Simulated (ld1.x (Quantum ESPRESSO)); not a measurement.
Reading a pseudo-wave (Os)

Columns: radius, all-electron u(r) and pseudo u(r) of the 6p shell (level -13.94 eV) of osmium in the configuration [Xe] 4f14 5d6 6s0 6p0; LDA (PZ), scalar-relativistic, RRKJ scheme, ld1.x (Quantum ESPRESSO) 7.5.

```
r (bohr)  all-electron  pseudo
   0.118       -0.1120  0.0054
   0.235        0.0342  0.0208
   0.353        0.1878  0.0440
   0.470        0.0967  0.0716
   0.588       -0.0797  0.1003
   0.705       -0.2229  0.1267
   0.822       -0.2982  0.1490
   0.940       -0.3077  0.1669
   1.058       -0.2666  0.1814
   1.175       -0.1930  0.1945
   1.292       -0.1012  0.2095
   1.410       -0.0008  0.2298
   1.528        0.0998  0.2574
   1.645        0.1950  0.2933
   1.763        0.2833  0.3374
   1.880        0.3614  0.3868
   1.998        0.4300  0.4392
   2.115        0.4876  0.4897
   2.232        0.5350  0.5352
   2.350        0.5731  0.5731
   2.468        0.6021  0.6021
   2.585        0.6225  0.6225
   2.702        0.6355  0.6355
   2.820        0.6417  0.6417
   2.938        0.6421  0.6421
   3.055        0.6374  0.6374
```

How many radial nodes do the two functions have?

The all-electron 6p function has n − l − 1 = 4 (the table is too coarse to show those close to the nucleus); the pseudo-wave has 0, since the states of the same l below it are removed with the core.

At about which radius was the pseudo-wave matched?

2.30 bohr, where the columns begin to agree (steps of 0.12 bohr).

Where does each function peak?

Outermost all-electron maximum near 2.94 bohr, pseudo maximum near 2.94 bohr (to the table’s step).

Is the pseudo-wave norm-conserving?

Yes: the RRKJ scheme keeps the norm inside the radius equal to the all-electron one, which fixes the energy derivative of the logarithmic derivative at the level.
